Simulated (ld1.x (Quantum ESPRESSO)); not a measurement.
antimony (Sb), TM: configuration errors across variants

- Element: antimony
- Generator: ld1.x (Quantum ESPRESSO) 7.5
- Type: norm-conserving Troullier–Martins (Kleinman–Bylander form)
- Functional: PBE
- Relativity: scalar-relativistic
- Frozen core: [Kr]
- Valence charge: 15
- Reference configuration: 4d10 5s2 5p2 (charge +1)
- Partial waves: 5s (bound): rc 1.55 bohr; 5p (bound): rc 1.65 bohr; 4d (bound): rc 1.45 bohr
- Local potential: the d channel
- Core correction: Bessel-smoothed model core, default radius (core density twice the valence density)

All-electron excitation energies from the reference (eV): (1) 4d10 5s2 5p3 -8.317; (2) 4d10 5s2 5p1 15.968; (3) 4d10 5s2 5p0 40.381; (4) 4d10 5s1 5p0 84.674; (5) 4d10 5s0 5p5 8.114; (6) 4d10 5s2 5p2.5 -5.055; (7) 4d10 5s1 5p3 8.732.

1 further variants failed, have other tests or too few solved ones, and are left out.

A true bound ghost makes a file unfit for plane-wave use even where its test errors are small: the radial tests pick states by their node count and pass the ghost by.

Errors AE − PS in meV (a dash: test not solved or not reliable):

```csv
change,(1),(2),(3),(4),(5),(6),(7),bound ghosts
base,+0.5,-4.2,-4.9,-19,-5.6,+0.9,-2.8,"s, p"
wave 5p (bound): rc 1.65 bohr becomes 5p (bound): rc 1.26 bohr,-11,-25,-103,-112,-231,-2.7,-38,"p, s"
wave 5p (bound): rc 1.65 bohr becomes 5p (bound): rc 1.68 bohr,+1.1,-3.9,-5.7,-20,-5.2,+1.0,-2.6,"s, p"
wave 5p (bound): rc 1.65 bohr becomes 5p (bound): rc 1.90 bohr,+2.4,-3.6,-9.6,-21,-13,+1.4,-3.3,"s, p"
wave 5p (bound): rc 1.65 bohr becomes 5p (bound): rc 2.10 bohr,+2.5,-3.6,-9.9,-17,-19,+1.4,-4.5,"s, p"
wave 5p (bound): rc 1.65 bohr becomes 5p (bound): rc 2.32 bohr,+2.5,-3.6,-10,-18,-19,+1.4,-4.4,"s, p"
wave 5p (bound): rc 1.65 bohr becomes 5p (bound): rc 2.42 bohr,+2.5,-3.8,-12,-23,-16,+1.4,-3.6,"s, p"
```

(1) Give the same row for: wave 5p (bound): rc 1.65 bohr becomes 5p (bound): rc 1.48 bohr.

## Answers

(1) -3.3, -8.1, -14, -24, -31, -0.2, -7.8; bound ghosts: s, p.
